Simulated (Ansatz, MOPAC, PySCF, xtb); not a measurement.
Bond stretch in MgN (cation, charge +1), lowest singlet found (which spin is the ground state isn't settled by this scan).

- PM6, restricted, heats of formation (MOPAC)
- RMP2/3-21G = PySCF with restricted MP2 (frozen core)/3-21G
- GFN1-xTB (xtb)
- FCI = full CI/aug-cc-pVDZ, frozen core run with Ansatz (a program for electronic structure)

Energies relative to the lowest point of each curve between 1.76 and 2.38 Å, where full CI is lowest, in eV; the last columns give the difference from FCI:

| R / Å | PM6 | RMP2/3-21G | GFN1-xTB | FCI | PM6 − FCI | RMP2/3-21G − FCI | GFN1-xTB − FCI |
|---|---|---|---|---|---|---|---|
| 1.76 | 0.110 | 0.699 | 0.145 | 0.587 | -0.476 | 0.112 | -0.442 |
| 1.85 | 0.000 | 0.280 | 0.021 | 0.223 | -0.223 | 0.057 | -0.202 |
| 1.92 | 0.012 | 0.100 | 0.000 | 0.074 | -0.062 | 0.026 | -0.074 |
| 2.01 | 0.124 | 0.002 | 0.031 | 0.000 | 0.124 | 0.002 | 0.031 |
| 2.07 | 0.244 | 0.000 | 0.076 | 0.003 | 0.241 | -0.003 | 0.073 |
| 2.16 | 0.475 | 0.062 | 0.167 | 0.061 | 0.414 | 0.001 | 0.106 |
| 2.21 | 0.623 | 0.122 | 0.225 | 0.112 | 0.511 | 0.010 | 0.113 |
| 2.30 | 0.913 | 0.259 | 0.341 | 0.225 | 0.688 | 0.034 | 0.116 |
| 2.38 | 1.185 | 0.402 | 0.453 | 0.338 | 0.847 | 0.064 | 0.115 |
| 2.55 | 1.778 | 0.733 | 0.702 | 0.585 | 1.193 | 0.148 | 0.117 |
| 2.68 | 2.219 | 0.986 | 0.890 | 0.760 | 1.459 | 0.226 | 0.131 |
| 2.85 | 2.754 | 1.294 | 1.115 | 0.955 | 1.799 | 0.339 | 0.159 |
| 3.08 | 3.382 | 1.648 | 1.366 | 1.155 | 2.227 | 0.493 | 0.211 |
| 3.40 | 4.064 | 1.997 | — | 1.329 | 2.735 | 0.668 | — |
| 3.77 | 4.612 | 2.203 | — | 1.431 | 3.181 | 0.772 | — |

PM6 is furthest from FCI at 3.77 (3.181 eV, above); its mean absolute difference over the points is 1.079 eV.

RMP2/3-21G is furthest from FCI at 3.77 (0.772 eV, above); its mean absolute difference over the points is 0.197 eV.

GFN1-xTB is furthest from FCI at 1.76 (-0.442 eV, below); its mean absolute difference over the points is 0.145 eV.

A dash means that the run gave no value there, or that the column was ended at a point which the program doubted or which failed a test of continuity chosen for this set; such a test can also cut sound points.

The scan ran from 1.52 to 7.14 Å; beyond the distances shown full CI changes its symmetry label. The restricted form behind PM6, RMP2/3-21G keeps the bonding electrons paired and can't separate into open-shell fragments. Also computed but left out beside FCI, since their determinant holds another spin at the minimum (<S²> over 0.7 above the pure value): UHF, UMP2, UCCSD, UCCSD(T), UKS-PBE, UKS-CAM-B3LYP, UKS-B3LYP/6-31G*, UKS-BP86/6-31G*, UMP2/3-21G, UKS-M06-2X/6-31G*.
